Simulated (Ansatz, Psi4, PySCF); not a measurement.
H₅AsSi, charge +1, doublet, at a GFN2-xTB geometry (a state made from the parent by changing its charge; the spin is typed, not shown lowest). Base run: R2SCAN/cc-pVDZ in PySCF.

Here is a job for PySCF.
```python
from pyscf import gto, scf, dft

mol = gto.M(
    atom='''
Si   -1.704726    0.108979    0.273784
As    0.822269   -0.038870   -0.188629
H    -2.207446   -0.828925   -0.733907
H    -1.917601    1.540678    0.041462
H    -1.708387   -0.347691    1.671795
H     1.178827   -1.338193    0.453419
H     1.385881    0.731116    0.959020
''',
    basis='cc-pvdz',
    charge=1,
    spin=1,
    verbose=4,
)

mf = dft.UKS(mol)
mf.xc = 'r2scan'
mf.kernel()
```

The same geometry, method and basis name were run in Ansatz (an electronic-structure program) and Psi4 and PySCF, at each program's defaults and at the settings that a row names. The base is PySCF at its defaults. Differences at the defaults can come from grids, fitting, cores and function types together.

```
code and settings                                                                             ΔE vs base (µEh)  basis functions       E (Eh)  SCF cycles
--------------------------------------------------------------------------------------------  ----------------  ---------------  -----------  ----------
PySCF, defaults (exact integrals, its default grid, spherical functions)                                   0.0               70  -2527.95256          10
Psi4, defaults (density fitting with its default set, its default grid, spherical functions)              1925               70  -2527.95063           9
Ansatz, defaults (factorised integrals, its default grid, spherical functions)                            12.1               70  -2527.95254           -
PySCF, density fitting with def2-universal-jkfit                                                         -99.9               70  -2527.95266          10
PySCF, fine grid                                                                                          -3.5               70  -2527.95256          10
Psi4, exact integrals, spherical functions, fine grid                                                      124               70  -2527.95243          13
Ansatz, high accuracy                                                                                     13.0               70  -2527.95254           -
```

Open shells are given as the SCF converged; they aren't shown to be the lowest states, and a large step between rows can be another state.
